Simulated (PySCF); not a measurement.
Low-lying terms of Ce(56+) (cerium, charge +56)

Ground state 1s2, ¹S. All numbers are calculated (PySCF 2.14, the spin-free X2C one-electron Hamiltonian (Gaussian nucleus), in an even-tempered Gaussian basis (18 s from 8.32 bohr⁻², ratio 2.5; 9 p from 10.2 bohr⁻², ratio 2.7; 7 d from 11.3 bohr⁻², ratio 2.7; 3 f from 900 bohr⁻², ratio 2.7)). Vertical excitation energies in eV without spin-orbit coupling; excited terms of each kind are numbered among those the solver found. Frozen: nothing.

```csv
term,leading excitation,EOM-EE-CCSD
1 3S,1s → s,35099.9
1 1S,1s → s,35188.6
1 3P°,1s → p,35549.7
1 1P°,1s → p,35602.6
2 3S,1s → s,41754.1
2 1S,1s → s,41777.4
2 3P°,1s → p,41886.8
2 1P°,1s → p,41901.4
1 3D,1s → d,41976.9
1 1D,1s → d,41977.5
2 3D,1s → d,44150.0
2 1D,1s → d,44150.4
```

The spin-orbit splitting of the hole, absent here, rivals or exceeds the spacing of these terms, so the LS terms are model states.

Only the lower part of the computed list is shown. Doubly excited terms such as np² are absent. The solver can miss terms. The 7 highest virtual orbitals were dropped.
